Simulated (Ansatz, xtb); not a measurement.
**GeH3SSi2+: which of two structures lies lower**

Structure X: a singlet given by its coordinates. Structure Y: a singlet given by its coordinates. Both are isolated ions in the gas phase, relaxed with B3LYP-D3(BJ)/def2-SVP.

X (Å):

```csv
atom,x (Å),y (Å),z (Å)
Ge,-0.0513,1.5349,0.7047
S,-0.5890,-0.6774,0.9740
Si,-1.7854,1.5502,-1.2700
Si,-1.1351,-0.6199,-1.0666
H,-1.7218,2.2766,-2.5595
H,-3.0042,1.7625,-0.4453
H,-0.3225,-1.4895,-1.9622
```

Close contacts (Å): Ge1–S2 2.29, Ge1–Si3 2.63, S2–Si4 2.11, Si3–Si4 2.27, Si3–H5 1.48, Si3–H6 1.49, Si4–H7 1.49.

Y (Å):

```yaml
atoms:
  - { symbol: Ge, position_ang: [-3.3444, -1.0501, 1.3896] }
  - { symbol: S, position_ang: [-3.1477, 1.1493, 0.6567] }
  - { symbol: Si, position_ang: [-0.2162, 0.9685, -1.6997] }
  - { symbol: Si, position_ang: [-1.7115, -0.1386, -0.1862] }
  - { symbol: H, position_ang: [0.7185, -0.0651, -2.1998] }
  - { symbol: H, position_ang: [0.4146, 2.0020, -0.8409] }
  - { symbol: H, position_ang: [-1.1355, 1.5142, -2.7296] }
```

Close contacts (Å): Ge1–S2 2.33, Ge1–Si4 2.45, S2–Si4 2.11, Si3–Si4 2.40, Si3–H5 1.48, Si3–H6 1.48, Si3–H7 1.48.

Quicker runs give these differences E(Y) − E(X): GFN2-xTB −5.27 kcal/mol; HF/STO-3G −2.90 kcal/mol (at GFN2-xTB geometries); r2SCAN-D4/def2-SVP −8.69 kcal/mol (at GFN2-xTB geometries).

Q: Estimate E(Y) − E(X) at the level CCSD(T)/def2-SVP + ΔMP2/def2-TZVPP.

A: Too close to call at this level: CCSD(T)/def2-SVP + ΔMP2/def2-TZVPP gives E(Y) − E(X) = +0.53 kcal/mol.

The same difference at several levels:

```tsv
level	geometry	E(Y) − E(X) (kcal/mol)	departure from the last row (kcal/mol)	job, with rough time for the two
GFN2-xTB	GFN2-xTB	−5.27	−5.80	optimisation, 0.28 s
HF/STO-3G	GFN2-xTB	−2.90	−3.43	single point, 0.5 s
r2SCAN-D4/def2-SVP	GFN2-xTB	−8.69	−9.23	single point, 2.4 s
B3LYP-D3(BJ)/def2-SVP	B3LYP-D3(BJ)/def2-SVP	+0.65	+0.12	optimisation, 56 s
HF/def2-SVP	B3LYP-D3(BJ)/def2-SVP	−4.47	−5.00	part of the CCSD(T) run
MP2/def2-SVP	B3LYP-D3(BJ)/def2-SVP	−0.65	−1.18	part of the CCSD(T) run
CCSD(T)/def2-SVP	B3LYP-D3(BJ)/def2-SVP	−1.35	−1.88	single point
CCSD(T)/def2-SVP + ΔMP2/def2-TZVPP	B3LYP-D3(BJ)/def2-SVP	+0.53		single point, 21 s
```

The largest departure from CCSD(T)/def2-SVP + ΔMP2/def2-TZVPP is that of r2SCAN-D4/def2-SVP, 9.23 kcal/mol. The last row adds to CCSD(T) the change of the MP2 difference between the two basis sets, here +1.88 kcal/mol.

With harmonic frequencies from B3LYP-D3(BJ)/def2-SVP (ideal gas, rigid rotor, one conformer each, 298.15 K, 1 atm): on the last row, ΔE + ΔZPE = +0.69 kcal/mol. A mode under 50 cm⁻¹ makes harmonic enthalpies and free energies unreliable, so none is given.

The T1 diagnostic of structure X is large, so the coupled-cluster value is less sure. The correlated steps freeze 24 core orbitals; the filled d shell of Ge is correlated, in a basis made for valence electrons. Codes used: Ansatz 0.2.0, xtb 6.7.1; the last row on 2 threads of Intel(R) Xeon(R) 6975P-C (Granite Rapids) on a shared host.
